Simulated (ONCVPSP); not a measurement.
## PBEsol ONCV dataset for nickel (Ni), non-relativistic all-electron reference.

nickel (Ni), optimised norm-conserving Vanderbilt (ONCV), made with ONCVPSP 4.0.1 (PBEsol, non-relativistic). Core [Ne], reference 3s2 3p6 3d8 4s2. Waves: 3s+4s: rc 1.40 bohr, ncon 4, nbas 8, qcut 7.2 1/bohr, 2 projectors; 3p: rc 1.05 bohr, ncon 4, nbas 9, qcut 10.3 1/bohr, 2 projectors, debl 3.6 Ha; 3d: rc 1.05 bohr, ncon 4, nbas 9, qcut 16 1/bohr, 3 projectors, debl 0.8 Ha. Local part: polynomial inside 0.75 bohr (lpopt 5, dvloc0 4 Ha). Core correction: Teter function, fcfact 4, rcfact 1.3.

All-electron outer shells of the reference configuration (PBEsol, non-relativistic, ld1.x):

```tsv
shell	level (eV)	outermost node (bohr)	outermost maximum (bohr)
2p	-839.97	–	0.17
3s	-107.77	0.30	0.65
3p	-70.58	0.27	0.65
3d	-9.24	–	0.63
4s	-5.54	0.93	2.27
```

Calculated quality:

```json
{"Cutoffs needed": "93 Ha and 105 Ha (the cutoffs (Ha) at which the residual kinetic energy of the hardest occupied pseudo-wave falls to 1 and 0.1 mHa per electron)", "Ghost test": "no bound ghost flagged; no localised positive-energy state flagged", "Largest excitation error": "+7.6 meV (all-electron minus pseudo) for 3s2 3p6 3d9 4s0, out of 4 test configurations", "rms error of d²Exc/dni dnj": "3.14 mHa without and 1.23 mHa with the model core"}
```

Generation and tests took about 9.7 s on one core of a shared server CPU.
